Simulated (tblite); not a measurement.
A geometry optimisation, step by step.

Species: C8H13OP.
SMILES with atom numbers: `[CH:1]#[C:2][CH2:3][P:4]([CH2:5][CH3:6])[CH2:7][C:8]([CH3:9])=[O:10]` (hydrogens: H11 on C1; H12, H13 on C3; H14, H15 on C5; H16, H17, H18 on C6; H19, H20 on C7; H21, H22, H23 on C9)

Computed with GFN2-xTB (tblite), gas phase: L-BFGS steps from a force-field or distance-geometry start until the largest atomic force falls under 0.01 eV/Å. 8 of its 68 geometries are shown.

Step 0: E = -823.1713 eV, largest atomic force 2.700 eV/Å
```
atom  x, y, z in Å  |  force x, y, z in eV/Å
C1     -2.890    2.731   -0.541   -1.964   0.909  -0.937
C2     -1.910    2.257   -0.077    2.222  -0.971   1.187
C3     -0.679    1.676    0.524   -1.304   0.537  -0.210
P4     -0.332    0.074   -0.320    0.267  -0.135  -0.757
C5     -1.655   -0.988    0.445   -0.233   0.022  -0.158
C6     -1.550   -2.442    0.007    0.180  -0.401   0.245
C7      1.127   -0.459    0.710    0.805  -0.369   0.988
C8      2.385    0.394    0.638   -0.391   1.134   0.561
C9      3.313    0.139   -0.524   -0.036   0.383   0.225
O10     2.600    1.274    1.466   -0.232  -1.093  -0.933
H11    -3.782    3.157   -0.967    0.781  -0.374   0.362
H12    -0.814    1.539    1.601   -0.095  -0.023   0.013
H13     0.146    2.366    0.374    0.186   0.071  -0.138
H14    -1.615   -0.922    1.528    0.038   0.049   0.317
H15    -2.634   -0.595    0.124    0.303   0.073   0.002
H16    -0.611   -2.894    0.361   -0.280   0.168  -0.173
H17    -1.596   -2.541   -1.076    0.032   0.074   0.068
H18    -2.370   -3.026    0.441    0.123   0.128  -0.111
H19     0.831   -0.500    1.776   -0.104   0.190  -0.238
H20     1.408   -1.485    0.446   -0.172   0.088  -0.302
H21     4.197    0.772   -0.415   -0.118  -0.069  -0.051
H22     2.806    0.399   -1.461    0.051  -0.250   0.237
H23     3.622   -0.898   -0.520   -0.059  -0.139  -0.197
```

Step 10: E = -823.3327 eV, largest atomic force 0.242 eV/Å
```
atom  x, y, z in Å  |  force x, y, z in eV/Å
C1     -2.882    2.715   -0.535   -0.054   0.024  -0.021
C2     -1.891    2.259   -0.043    0.022  -0.089  -0.073
C3     -0.696    1.670    0.516   -0.074   0.123   0.005
P4     -0.287    0.061   -0.343    0.050   0.040  -0.107
C5     -1.621   -0.983    0.441    0.000  -0.008  -0.008
C6     -1.543   -2.445    0.017    0.017   0.016  -0.015
C7      1.149   -0.481    0.751    0.040   0.003  -0.001
C8      2.357    0.406    0.649   -0.037   0.237   0.031
C9      3.287    0.146   -0.510   -0.035  -0.020   0.013
O10     2.559    1.290    1.453   -0.048  -0.159  -0.167
H11    -3.748    3.141   -0.953    0.069  -0.032   0.050
H12    -0.838    1.514    1.591    0.102  -0.039   0.002
H13     0.144    2.354    0.352    0.020  -0.048   0.078
H14    -1.586   -0.897    1.531    0.044   0.015   0.012
H15    -2.569   -0.554    0.103   -0.013   0.024  -0.019
H16    -0.612   -2.896    0.354   -0.004  -0.020   0.004
H17    -1.589   -2.526   -1.067    0.013   0.000  -0.011
H18    -2.369   -3.018    0.436    0.018   0.058   0.010
H19     0.803   -0.485    1.787   -0.015  -0.079   0.035
H20     1.391   -1.488    0.410    0.015  -0.052   0.084
H21     4.169    0.778   -0.417   -0.068  -0.031  -0.046
H22     2.779    0.364   -1.451   -0.054   0.025   0.097
H23     3.586   -0.899   -0.536   -0.007   0.014   0.045
```

Step 19: E = -823.3567 eV, largest atomic force 0.108 eV/Å
```
atom  x, y, z in Å  |  force x, y, z in eV/Å
C1     -2.869    2.698   -0.527    0.005  -0.002  -0.004
C2     -1.872    2.231   -0.053    0.047  -0.010   0.006
C3     -0.672    1.656    0.508   -0.004   0.071   0.026
P4     -0.240    0.059   -0.365    0.011   0.028   0.008
C5     -1.586   -0.962    0.415   -0.032  -0.019   0.008
C6     -1.528   -2.427    0.009   -0.006  -0.025  -0.019
C7      1.149   -0.505    0.775    0.029   0.028   0.000
C8      2.325    0.417    0.659    0.015   0.107   0.008
C9      3.240    0.146   -0.505   -0.002  -0.016  -0.006
O10     2.498    1.337    1.424   -0.043  -0.065  -0.010
H11    -3.735    3.128   -0.936    0.047  -0.040   0.031
H12    -0.804    1.471    1.579   -0.020  -0.024  -0.001
H13     0.161    2.354    0.385    0.023   0.004  -0.047
H14    -1.531   -0.866    1.504   -0.017  -0.002   0.024
H15    -2.532   -0.524    0.086   -0.022   0.009  -0.030
H16    -0.610   -2.900    0.351    0.014   0.019   0.023
H17    -1.573   -2.521   -1.073   -0.021  -0.017  -0.034
H18    -2.367   -2.970    0.440   -0.016  -0.019  -0.017
H19     0.778   -0.517    1.802    0.007  -0.006   0.020
H20     1.407   -1.513    0.447    0.025  -0.001   0.044
H21     4.120    0.782   -0.451   -0.058   0.003  -0.023
H22     2.696    0.350   -1.428    0.004  -0.020   0.021
H23     3.541   -0.899   -0.511    0.013  -0.004  -0.029
```

Step 29: E = -823.3659 eV, largest atomic force 0.108 eV/Å
```
atom  x, y, z in Å  |  force x, y, z in eV/Å
C1     -2.836    2.677   -0.517   -0.015  -0.002   0.000
C2     -1.827    2.231   -0.051   -0.010  -0.017   0.019
C3     -0.631    1.655    0.513   -0.010   0.003  -0.007
P4     -0.224    0.047   -0.357    0.051   0.040   0.086
C5     -1.599   -0.959    0.398   -0.017  -0.009   0.005
C6     -1.537   -2.424   -0.006    0.006  -0.054  -0.019
C7      1.150   -0.510    0.808    0.056  -0.001   0.014
C8      2.309    0.429    0.668    0.027   0.054  -0.038
C9      3.204    0.153   -0.511    0.006  -0.005  -0.024
O10     2.474    1.365    1.413    0.020   0.002   0.034
H11    -3.715    3.087   -0.915    0.007   0.008  -0.012
H12    -0.774    1.471    1.585    0.032   0.002  -0.035
H13     0.207    2.348    0.383    0.004  -0.045  -0.006
H14    -1.566   -0.869    1.487   -0.017   0.033   0.023
H15    -2.530   -0.507    0.047   -0.032  -0.013  -0.016
H16    -0.619   -2.882    0.352    0.049  -0.030   0.008
H17    -1.573   -2.532   -1.086    0.016   0.038  -0.069
H18    -2.372   -2.978    0.414   -0.058   0.020   0.043
H19     0.783   -0.511    1.837   -0.033   0.014  -0.009
H20     1.439   -1.516    0.505   -0.046  -0.051  -0.006
H21     4.068    0.814   -0.498   -0.045   0.016  -0.010
H22     2.629    0.319   -1.422    0.000   0.004   0.005
H23     3.535   -0.882   -0.508    0.008  -0.007   0.014
```

Step 38: E = -823.3719 eV, largest atomic force 0.045 eV/Å
```
atom  x, y, z in Å  |  force x, y, z in eV/Å
C1     -2.818    2.659   -0.509    0.007   0.001   0.000
C2     -1.805    2.224   -0.042   -0.005   0.002   0.010
C3     -0.606    1.651    0.518   -0.001  -0.022  -0.016
P4     -0.209    0.036   -0.338    0.009   0.013   0.024
C5     -1.605   -0.960    0.390   -0.003   0.004  -0.007
C6     -1.540   -2.425   -0.017    0.003  -0.018  -0.001
C7      1.158   -0.512    0.840   -0.007   0.004   0.002
C8      2.308    0.436    0.676   -0.014  -0.020  -0.027
C9      3.179    0.165   -0.521   -0.004  -0.003  -0.010
O10     2.481    1.376    1.414    0.009  -0.012   0.042
H11    -3.697    3.065   -0.910    0.001   0.007  -0.005
H12    -0.736    1.479    1.593    0.017   0.010  -0.024
H13     0.242    2.326    0.368   -0.039   0.018   0.008
H14    -1.613   -0.862    1.480    0.026   0.001   0.000
H15    -2.526   -0.512    0.006   -0.007   0.019  -0.004
H16    -0.626   -2.891    0.344    0.016  -0.012   0.018
H17    -1.564   -2.521   -1.100    0.002   0.007  -0.014
H18    -2.385   -2.972    0.395   -0.021  -0.010   0.000
H19     0.783   -0.495    1.866    0.001   0.010  -0.003
H20     1.436   -1.527    0.552    0.012   0.012   0.008
H21     4.019    0.854   -0.546   -0.002   0.001   0.003
H22     2.579    0.292   -1.422   -0.028  -0.012   0.000
H23     3.540   -0.861   -0.500    0.029   0.000  -0.006
```

Step 48: E = -823.3759 eV, largest atomic force 0.047 eV/Å
```
atom  x, y, z in Å  |  force x, y, z in eV/Å
C1     -2.811    2.654   -0.508    0.012  -0.007   0.010
C2     -1.809    2.207   -0.030    0.009   0.025  -0.009
C3     -0.596    1.649    0.516    0.002  -0.031  -0.019
P4     -0.193    0.029   -0.332    0.005   0.008   0.039
C5     -1.602   -0.961    0.381    0.006   0.013  -0.003
C6     -1.544   -2.428   -0.026    0.015   0.004  -0.002
C7      1.160   -0.513    0.863   -0.016   0.005   0.002
C8      2.316    0.426    0.692   -0.017  -0.030  -0.017
C9      3.154    0.172   -0.532    0.007   0.004   0.003
O10     2.516    1.344    1.450    0.030   0.018   0.031
H11    -3.685    3.067   -0.915   -0.009  -0.007   0.007
H12    -0.695    1.484    1.595   -0.026   0.015  -0.027
H13     0.235    2.341    0.345   -0.009  -0.023  -0.001
H14    -1.617   -0.858    1.471    0.005  -0.017  -0.001
H15    -2.514   -0.505   -0.015   -0.008   0.009   0.013
H16    -0.642   -2.905    0.353    0.017   0.003   0.012
H17    -1.546   -2.516   -1.111   -0.002  -0.015  -0.001
H18    -2.402   -2.970    0.367   -0.007   0.027  -0.012
H19     0.782   -0.471    1.888   -0.003  -0.029  -0.017
H20     1.440   -1.533    0.597   -0.017   0.020   0.001
H21     3.959    0.898   -0.594    0.018   0.029  -0.019
H22     2.519    0.248   -1.414   -0.017  -0.003   0.000
H23     3.570   -0.832   -0.503    0.004  -0.017   0.011
```

Step 57: E = -823.3789 eV, largest atomic force 0.040 eV/Å
```
atom  x, y, z in Å  |  force x, y, z in eV/Å
C1     -2.814    2.655   -0.508    0.006  -0.005   0.001
C2     -1.807    2.208   -0.040    0.000   0.012  -0.012
C3     -0.595    1.650    0.506    0.004  -0.006  -0.014
P4     -0.184    0.026   -0.330    0.013   0.015   0.035
C5     -1.596   -0.961    0.377    0.006   0.012   0.005
C6     -1.542   -2.426   -0.034    0.000   0.008   0.008
C7      1.160   -0.508    0.877   -0.002  -0.001  -0.007
C8      2.330    0.417    0.710   -0.009  -0.034  -0.004
C9      3.139    0.178   -0.537   -0.001   0.000   0.009
O10     2.568    1.305    1.493   -0.004  -0.002   0.008
H11    -3.692    3.066   -0.910   -0.009  -0.004   0.004
H12    -0.698    1.496    1.586    0.001   0.004  -0.023
H13     0.237    2.338    0.326    0.004  -0.003   0.020
H14    -1.609   -0.871    1.468    0.001   0.015   0.002
H15    -2.506   -0.495   -0.012   -0.009  -0.016   0.001
H16    -0.653   -2.908    0.368   -0.011  -0.014  -0.003
H17    -1.523   -2.522   -1.118   -0.001   0.015   0.012
H18    -2.416   -2.954    0.344    0.008  -0.018  -0.011
H19     0.777   -0.471    1.901    0.013   0.005  -0.028
H20     1.432   -1.531    0.611    0.007   0.016  -0.004
H21     3.916    0.931   -0.638   -0.005   0.025   0.004
H22     2.475    0.211   -1.401   -0.002  -0.011  -0.001
H23     3.597   -0.807   -0.499   -0.012  -0.011   0.002
```

Step 67: E = -823.3798 eV, largest atomic force 0.010 eV/Å
```
atom  x, y, z in Å  |  force x, y, z in eV/Å
C1     -2.817    2.654   -0.511    0.001   0.000  -0.002
C2     -1.802    2.213   -0.052    0.000  -0.002   0.001
C3     -0.593    1.653    0.499   -0.002   0.005   0.001
P4     -0.183    0.027   -0.329   -0.001  -0.007   0.007
C5     -1.594   -0.960    0.381   -0.002   0.000   0.001
C6     -1.541   -2.425   -0.033    0.000   0.008   0.003
C7      1.160   -0.509    0.877    0.001  -0.001  -0.001
C8      2.333    0.411    0.716   -0.002   0.002  -0.001
C9      3.134    0.180   -0.538    0.000  -0.002   0.001
O10     2.583    1.286    1.509   -0.006  -0.004   0.000
H11    -3.699    3.062   -0.905    0.004  -0.004  -0.001
H12    -0.704    1.501    1.578    0.002  -0.001   0.000
H13     0.243    2.338    0.327    0.001   0.000   0.000
H14    -1.606   -0.866    1.471    0.000   0.000  -0.004
H15    -2.507   -0.498   -0.009    0.000   0.001   0.003
H16    -0.657   -2.914    0.372   -0.005   0.005  -0.002
H17    -1.514   -2.513   -1.117    0.003   0.002   0.007
H18    -2.419   -2.954    0.333    0.007   0.001  -0.002
H19     0.778   -0.472    1.900   -0.005  -0.006  -0.003
H20     1.432   -1.531    0.609   -0.003  -0.002  -0.002
H21     3.898    0.945   -0.649    0.002   0.007   0.001
H22     2.462    0.196   -1.396   -0.003   0.000  -0.007
H23     3.606   -0.799   -0.496    0.009  -0.002   0.000
```

Task: Summarise the path.

Result: The energy falls by 20.12 kJ/mol from step 0 to step 67; nine tenths of that is first reached at step 22. It rises by more than 0.2 meV at step 1. The largest force goes from 2.700 to 0.010 eV/Å. Among the bonds C2–C3 changes most, from 1.488 to 1.442 Å; the atoms move by 0.171 Å rms after alignment.

Task: Follow the three bonds and two angles with the largest change from start to end.

Result: 
```
step  E above end (kJ/mol)  largest force (eV/Å)  C2–C3 (Å)  C1–H11 (Å)  C3–P4 (Å)  P4–C7–C8 (°)  H19–C7–H20 (°)
   0                 20.12                 2.700      1.488       1.076      1.844         117.4           105.5
   3                  8.51                 0.876      1.450       1.053      1.873         115.3           107.9
   6                  6.11                 0.326      1.441       1.046      1.879         114.1           110.3
   9                  4.95                 0.153      1.444       1.050      1.870         113.8           111.5
  12                  3.72                 0.145      1.444       1.049      1.872         113.2           110.4
  15                  2.95                 0.153      1.442       1.048      1.870         111.5           110.1
  17                  2.54                 0.117      1.444       1.050      1.866         110.7           110.5
  20                  2.14                 0.080      1.444       1.050      1.872         110.2           110.6
  23                  1.93                 0.069      1.442       1.048      1.873         109.6           110.3
  26                  1.73                 0.085      1.443       1.049      1.869         109.2           110.3
  29                  1.35                 0.108      1.442       1.049      1.873         108.7           110.5
  32                  1.05                 0.062      1.441       1.048      1.872         108.1           110.7
  35                  0.89                 0.085      1.443       1.049      1.868         107.9           110.7
  38                  0.77                 0.045      1.442       1.049      1.871         107.7           110.5
  41                  0.67                 0.054      1.441       1.048      1.869         107.6           110.3
  44                  0.55                 0.077      1.441       1.049      1.869         107.6           110.6
  47                  0.42                 0.040      1.442       1.049      1.873         107.5           110.7
  50                  0.31                 0.048      1.442       1.049      1.871         107.6           110.5
  52                  0.24                 0.048      1.442       1.049      1.869         107.9           110.3
  55                  0.15                 0.042      1.442       1.048      1.872         108.1           110.3
  58                  0.08                 0.036      1.442       1.049      1.871         108.1           110.3
  61                  0.03                 0.042      1.442       1.049      1.869         108.3           110.4
  64                  0.01                 0.020      1.442       1.049      1.871         108.3           110.4
  67                  0.00                 0.010      1.442       1.049      1.871         108.3           110.4
```
